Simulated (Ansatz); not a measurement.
C2H7GeNO (`C=C(N)[O][GeH3]`), relaxed with RKS PBE0-D4/def2-TZVP in Ansatz from a PBE-D4/def2-SVP geometry. The force threshold is 0.005 eV/Å; the program also tests the step.

Charge 0, multiplicity 1.

Start:

```xyz
12

C     1.521   -0.516   -1.307
C     0.728   -0.117   -0.284
N     0.611    1.203    0.190
O    -0.096   -0.988    0.359
Ge   -1.782   -0.412    0.807
H     1.422   -1.532   -1.708
H     2.271    0.161   -1.737
H     0.775    1.284    1.201
H     1.194    1.874   -0.318
H    -1.734    0.513    2.052
H    -2.473   -1.751    1.161
H    -2.436    0.281   -0.414
```

```tsv
step	energy (eV)	largest force (eV/Å)	largest move (Å)
1	-62231.8170	0.635	0.000
2	-62231.8699	0.261	0.051
3	-62231.8749	0.052	0.026
4	-62231.8756	0.021	0.012
5	-62231.8759	0.016	0.009
6	-62231.8763	0.023	0.023
7	-62231.8764	0.023	0.015
8	-62231.8765	0.014	0.016
9	-62231.8765	0.011	0.004
10	-62231.8765	0.004	0.002
```

End:

```xyz
12

C     1.462   -0.502   -1.300
C     0.726   -0.102   -0.263
N     0.649    1.208    0.214
O    -0.077   -0.951    0.410
Ge   -1.764   -0.428    0.786
H     1.355   -1.506   -1.683
H     2.177    0.163   -1.763
H     0.803    1.276    1.212
H     1.242    1.852   -0.288
H    -1.763    0.529    1.988
H    -2.438   -1.756    1.150
H    -2.372    0.219   -0.464
```

Hardware: 4 threads of an Arm Neoverse V1 on a shared host. Wall time 48 s, peak host memory 0.63 GiB.
